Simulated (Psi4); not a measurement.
A dimer, H4Si ··· F4Si (SMILES [SiH4] and F[Si](F)(F)F); the first 5 atoms form monomer A.

```
10

Si     0.0000     0.0000     0.0000
H     -0.5483     1.3597     0.2048
H      0.4774    -0.5395     1.2932
H     -1.0579    -0.8821    -0.5423
H      1.1288     0.0620    -0.9557
F     -1.0537     1.0121    -3.2060
Si    -0.9557     2.5397    -2.8682
F     -1.2031     3.3797    -4.1682
F     -2.0379     2.9064    -1.7951
F      0.4712     2.8609    -2.3043
```

Question: What interaction energy does Psi4 1.11 with SAPT0/jun-cc-pVDZ, frozen core give, and which attractive term is the largest?

Answer: Total 2.27 kJ/mol: electrostatics -0.92, exchange 8.68, induction -0.90, dispersion -4.60. The most attractive term is dispersion.
